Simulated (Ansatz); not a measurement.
Consider the redistribution: `[SiH3]B[SiH2]Cl` + `N[SiH2]S` → `B[SiH2]Cl` + `N[SiH]([SiH3])S`.

Computed with Ansatz on PBE0-D4/def2-TZVP structures; ΔE is electronic, products minus reactants. CBS: MP2 limit from def2 TZ/QZ plus the TZ coupled-cluster correction, frozen cores. DFT in def2-TZVPP. B3LYP here is the variant with VWN-RPA as its local correlation; programs differ in this. One conformer a species, not always the lowest.

```csv
level,ΔE (kcal/mol),difference from CCSD(T)/CBS
PBE-D4,-2.1,-0.4
BLYP-D4,-2.2,-0.5
PBE0-D4,-2.2,-0.5
B3LYP-D4,-2.2,-0.5
CAM-B3LYP-D4,-1.7,0.0
BLYP,-1.2,0.5
PBE0,-1.8,-0.1
r2SCAN0,-1.6,0.1
BHLYP,-1.4,0.3
CAM-B3LYP,-1.2,0.5
RPA@PBE/def2-TZVPP,-1.6,0.1
HF/def2-SVP,-1.0,0.7
MP2/def2-SVP,-1.0,0.7
CCSD(T)/def2-SVP,-0.6,1.1
HF/def2-TZVPP,-1.4,0.3
SCS-MP2/def2-QZVPP,-1.8,-0.1
CCSD(T)/CBS,-1.7,0
```

Largest T1 diagnostic among the species: 0.012.

Leaving LDA and LC-ωPBE aside and taking each functional with its dispersion term where it has one, the values, not all of them listed here, spread over 1.4 kcal/mol, from revPBE-D4 to B97M-V. At CCSD(T), def2-SVP lies +1.1 kcal/mol from the extrapolated value and def2-TZVPP +0.2 kcal/mol. The D4 term adds −0.9 kcal/mol with B3LYP and −0.5 kcal/mol with PBE0; it sums over pairs of atoms, weighted by their polarisabilities, and B3LYP, whose exchange is more repulsive, gets the larger term.
